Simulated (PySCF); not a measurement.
# TiCl₄, singlet: data card

Level of theory: PBE0/[Ti def2-TZVP, Cl def2-TZVP], no relativity, density fitting, PySCF.

The structure is a minimum.

```json
{
  "Point group": "Td",
  "Bond lengths": "Ti–Cl 2.163 Å (×4)",
  "Bond angles": "Cl–Ti–Cl 109.5° (×6)",
  "Rotational constants": "0.03863, 0.03863, 0.03863 cm⁻¹",
  "Rotational symmetry number": "12",
  "Dipole moment": "0.00 D",
  "Lowest empty level": "-3.77 eV",
  "Heat capacity Cp at 298.15 K": "95.1 J/(mol K)",
  "Entropy at 298.15 K and 1 bar": "352.2 J/(mol K)",
  "Highest occupied level": "-9.64 eV",
  "Enthalpy at 298.15 K above 0 K": "21.40 kJ/mol",
  "Zero-point energy": "15.4 kJ/mol",
  "Principal quadrupole moments (Buckingham, traceless) about the centre of mass": "0.00, 0.00, 0.00 D Å",
  "Principal polarisabilities": "85.7, 85.7, 85.7 bohr³",
  "Atomisation energy without zero-point energy": "1727 kJ/mol"
}
```

Harmonic modes (masses in u: Ti 47.948, Cl 34.969):
```json
{"symmetry": "e", "ω (cm⁻¹)": "115", "IR (km/mol, summed over degenerate members)": "0.0", "μ (u)": "34.97"}
{"symmetry": "t2", "ω (cm⁻¹)": "137", "IR (km/mol, summed over degenerate members)": "1.6", "μ (u)": "36.99"}
{"symmetry": "a1", "ω (cm⁻¹)": "396", "IR (km/mol, summed over degenerate members)": "0.0", "μ (u)": "34.97"}
{"symmetry": "t2", "ω (cm⁻¹)": "511", "IR (km/mol, summed over degenerate members)": "443", "μ (u)": "40.99"}
```

In Td the vibrations span e + 2t2 + a1. The a1, e modes carry no infrared intensity, as symmetry demands.

Charges (e):
| atom | Mulliken | Löwdin | polar tensor | Mayer order to Ti1 |
| --- | --- | --- | --- | --- |
| Ti1 | 1.10 | -0.81 | 2.06 | – |
| Cl2,3,4,5 | -0.28 | 0.20 | -0.51 | 1.19 |

Mulliken populations on Ti1: s 6.25, p 12.38, d 2.23, f 0.03.

Outer orbital energies (eV). occupied: -10.97, -10.97, -10.57, -10.57, -10.57, -9.64, -9.64, -9.64; empty: -3.77, -3.77, -3.05, -3.05.

Formally Ti is in oxidation state +4, d0. The polar-tensor charge on Ti, 2.06, is far below the formal one.

Other isomers or separated fragments may lie lower.

The final relaxation and frequency run took 31 s on 4 threads of a shared AMD EPYC 9R45 96-Core (Zen 5) host, with 193 basis functions and 8 gradients; the process peaked at 2.2 GiB. Launch command: `OMP_NUM_THREADS=4 python axn.py task.json out`.
